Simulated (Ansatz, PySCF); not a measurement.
C4H2BrCl, SMILES C(=C(/C#C)Br)/Cl. Atoms are numbered in the order given.

```xyz
8

C      2.6589     0.7466     0.0000
C      1.4834     0.4621     0.0000
C      0.0988     0.1081     0.0000
Br    -0.2904    -1.7419     0.0000
C     -0.9191     0.9805     0.0000
Cl    -0.6771     2.6779     0.0000
H      3.7035     1.0060     0.0000
H     -1.9611     0.6550     0.0000
```
Charge 0, spin multiplicity 1.

Geometry optimised at ωB97X-D3(BJ)/def2-SVP. The structure was generated by enumeration; whether it is a known compound was not checked.

Vertical ionisation energy (IE) and electron affinity (EA) in eV. Rows of orbital energies are one-electron estimates. Where ΔSCF, EOM or ADC give a negative EA the extra electron is unbound and the value depends on the basis.

```json
[
 {"level": "−ε(HOMO), −ε(LUMO), HF/def2-TZVP (PySCF)", "IE": "9.46", "EA": "-2.03"},
 {"level": "−ε(HOMO), −ε(LUMO), PBE/def2-TZVP (PySCF)", "IE": "6.05", "EA": "2.45"},
 {"level": "ΔSCF, CAM-B3LYP/def2-SVPD (Ansatz), final states of multiplicity 2 and 2", "IE": "(withheld)", "EA": "(withheld)"},
 {"level": "ΔSCF, PBE/def2-SVPD (Ansatz), final states of multiplicity 2 and 2", "IE": "8.81", "EA": "-0.08"}
]
```

Some entries are withheld; supply them. (An estimate is asked for; the answer gives what the named calculation found.)


- ΔSCF, CAM-B3LYP/def2-SVPD (Ansatz, an electronic-structure program), final states of multiplicity 2 and 2, IE: 9.20
- ΔSCF, CAM-B3LYP/def2-SVPD (Ansatz), final states of multiplicity 2 and 2, EA: -0.03

What vertical singlet–triplet gap does ΔSCF give with CAM-B3LYP/def2-SVPD (Ansatz) and with PBE/def2-SVPD (Ansatz)? (Estimate from the structure and the level; the computed values follow.)

3.16 and 3.05 eV (triplet above singlet where positive).
